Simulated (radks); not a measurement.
The numbers below are computed, except where a source is named.
All-electron atom: the germanium ion Ge2+ in [Ar] 3d10 4s1 5d1 (not the ground configuration).

Level of theory: scalar-relativistic Kohn-Sham, r2SCAN, spin-polarised, spherical densities, finite nucleus; open shells are filled with parallel spins first; meta-GGA in the generalised Kohn-Sham scheme; Fermi nuclear charge, rms radius 4.0742 fm (a radial shooting solver on a logarithmic mesh with Libxc functionals).

Energy parts (eV):
part                       energy
total                  -57072.025
kinetic                 58108.948
electron-nucleus      -136709.586
Hartree                 23681.316
exchange-correlation    -2152.703

Orbitals (lengths in bohr, moments of r in powers of bohr; r(max) is where P^2 peaks):
\begin{tabular}{lrrrr}
orbital & occ. & eigenvalue (eV) & <1/r> & r(max) \\ \hline
1s up & 1 & -11021.83 & 32.38 & 0.03073 \\
1s down & 1 & -11021.74 & 32.38 & 0.03073 \\
2s up & 1 & -1413.045 & 7.124 & 0.1759 \\
2s down & 1 & -1413.022 & 7.123 & 0.1759 \\
2p up & 3 & -1236.503 & 6.968 & 0.1412 \\
2p down & 3 & -1236.462 & 6.968 & 0.1412 \\
3s up & 1 & -202.7141 & 2.285 & 0.5418 \\
3s down & 1 & -202.6030 & 2.285 & 0.5419 \\
3p up & 3 & -148.0586 & 2.128 & 0.5432 \\
3p down & 3 & -147.9206 & 2.130 & 0.5434 \\
3d up & 5 & -59.0491 & 1.789 & 0.5061 \\
3d down & 5 & -58.7237 & 1.800 & 0.5057 \\
4s up & 1 & -36.9248 & 0.7020 & 1.640 \\
4s down & 0 & -33.6473 & 0.7089 & 1.625 \\
5d up & 1 & -6.5558 & 0.1993 & 7.004 \\
\end{tabular}

The highest occupied level is 5d up at -6.556 eV. The configuration is held as typed, so some empty levels lie below it. Summed over all electrons, <r^2> = 69.72 bohr^2, which gives a Langevin (diamagnetic) susceptibility term of -55.2 x 10^-6 cm^3/mol. The spin density at the nucleus is 23.99 e/bohr^3 (1s 0.28, 2s 0.17, 3s 0.09, 4s 23.45). The density falls to 0.001 e/bohr^3 at r = 3.16 bohr. The electron density at the nucleus is 3.205e+04 e/bohr^3 (large components only).
